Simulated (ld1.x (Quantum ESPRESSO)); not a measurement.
# How hard is this platinum (Pt) ultrasoft potential?

```json
{
  "Element": "platinum (Pt)",
  "Generator": "ld1.x (Quantum ESPRESSO) 7.5",
  "Type": "ultrasoft",
  "Functional": "PBE",
  "Relativity": "fully relativistic",
  "Frozen core": "[Xe] 4f14",
  "Valence charge": "10",
  "Reference configuration": "5d10 6s0 6p0",
  "Partial waves": "6s (bound, empty): rcut 0.95, rcutus 1.15 bohr; 6s channel at 0.05 Ry: rcut 0.95, rcutus 1.15 bohr; 6p (bound, empty): rcut 3.80, rcutus 4.30 bohr; 6p channel at 2.8 Ry: rcut 3.80, rcutus 4.30 bohr; 5d (bound): rcut 1.95, rcutus 2.60 bohr; 5d channel at -0.05 Ry: rcut 1.95, rcutus 2.60 bohr",
  "Local potential": "all-electron potential smoothed inside 2.85 bohr (lloc = -1)",
  "Core correction": "a·sin(br)/r model core, default radius (core density twice the valence density)",
  "Augmentation charge": "PSQ, inside the norm-conserving radii"
}
```

Open shells are filled in proportion to 2j + 1 (rel_dist='average').

The pseudo-atom Hamiltonian at the reference potential is diagonalised in spherical Bessel functions j_l(qr) that vanish at 20 bohr, with q² up to the cutoff. All-electron valence levels (Ry): 6s -0.3613, 6p1/2 -0.0628, 6p3/2 -0.0355, 5d3/2 -0.3869, 5d5/2 -0.2954.

Q: How do the lowest levels (Ry) of each channel move with the cutoff, and are there ghosts?

A:

```csv
cutoff (Ry),s #1,s #2,s #3,p1/2 #1,p1/2 #2,p3/2 #1,p3/2 #2,d3/2 #1,d3/2 #2,d5/2 #1,f #1,Σ f·Δε (mRy)
8,-6.1536,-0.2715,0.0199,-0.0627,0.0551,-0.0353,0.0631,-0.3080,0.0678,-0.2039,0.1135,864.7
10,-6.3272,-0.3078,0.0167,-0.0627,0.0551,-0.0353,0.0631,-0.3590,0.0674,-0.2643,0.1135,298.1
15,-6.4973,-0.3506,0.0133,-0.0627,0.0551,-0.0353,0.0631,-0.3857,0.0671,-0.2943,0.1135,11.5
18,-6.5644,-0.3591,0.0127,-0.0627,0.0551,-0.0353,0.0631,-0.3865,0.0671,-0.2950,0.1135,3.6
21,-6.6053,-0.3601,0.0126,-0.0627,0.0551,-0.0353,0.0631,-0.3866,0.0671,-0.2951,0.1135,2.7
25,-6.6502,-0.3602,0.0126,-0.0627,0.0551,-0.0353,0.0631,-0.3868,0.0671,-0.2953,0.1135,1.1
35,-6.8060,-0.3607,0.0126,-0.0627,0.0551,-0.0353,0.0631,-0.3869,0.0671,-0.2953,0.1135,0.3
40,-6.8690,-0.3611,0.0126,-0.0627,0.0551,-0.0353,0.0631,-0.3869,0.0671,-0.2954,0.1135,0.1
400,-6.9301,-0.3613,0.0126,-0.0627,0.0551,-0.0353,0.0631,-0.3869,0.0671,-0.2954,0.1135,0.0
```

Result: ghost state, extra bound levels that the all-electron valence spectrum of the same l lacks: s at -94.3 eV (a true bound ghost makes a file unfit for plane-wave use); 10 mRy is reached at 18 Ry and 1 mRy at 30 Ry.

Test run stopped at test 4 of 7 (negative rho), 1 before it not solved.
